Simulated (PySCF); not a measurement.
The numbers below are computed, except where a source is named.
## CH5O2Si

CH5O2Si is a small molecule (built as: Si site whose three back bonds go to OH, H, OCH3), neutral, doublet. The structure, one conformer, was relaxed in the gas phase by PBE0-D3(BJ)/def2-SVP. No frequency run checks that it is a minimum.

SMILES: CO[SiH]O

```xyz
9

Si   -0.727   -0.706    1.008
O     0.267    0.276    1.924
O    -0.758   -0.165   -0.562
C     0.360    0.158   -1.342
H    -2.145   -0.562    1.463
H     1.030   -0.140    2.332
H     0.805   -0.743   -1.801
H     1.140    0.672   -0.753
H     0.044    0.831   -2.153
```
(Å; atoms numbered from 1)

EPR values by unrestricted B3LYP, IGLO-III on C O Si, pcH-1 on H.

Q: Predict g and the largest hyperfine couplings. Where does the spin sit?

A: g = 2.0010, 2.0017, 2.0022. The spin sits on Si1 (81 %, bonded to 2 O + 1 H) by Mulliken populations.
```json
{"atom": "Si1", "isotope": "29Si", "isotropic (MHz)": "-665.2", "dipolar, principal values (MHz)": "-129.3, 63.6, 65.7"}
{"atom": "H5", "isotope": "1H", "isotropic (MHz)": "199.0", "dipolar, principal values (MHz)": "-5.6, -1.3, 6.9"}
{"atom": "O3", "isotope": "17O", "isotropic (MHz)": "-16.8", "dipolar, principal values (MHz)": "-34.7, 16.9, 17.8"}
{"atom": "O2", "isotope": "17O", "isotropic (MHz)": "-7.8", "dipolar, principal values (MHz)": "-30.8, 14.7, 16.1"}
{"atom": "H6", "isotope": "1H", "isotropic (MHz)": "2.9", "dipolar, principal values (MHz)": "-10.8, -4.3, 15.1"}
{"atom": "H7", "isotope": "1H", "isotropic (MHz)": "5.6", "dipolar, principal values (MHz)": "-2.6, -1.7, 4.3"}
```

Q: How do the isotropic couplings move with BHandHLYP?

A: Si1 -665.2 to -706.2 MHz, H5 199.0 to 201.5 MHz, O3 -16.8 to -23.1 MHz, O2 -7.8 to -11.2 MHz.
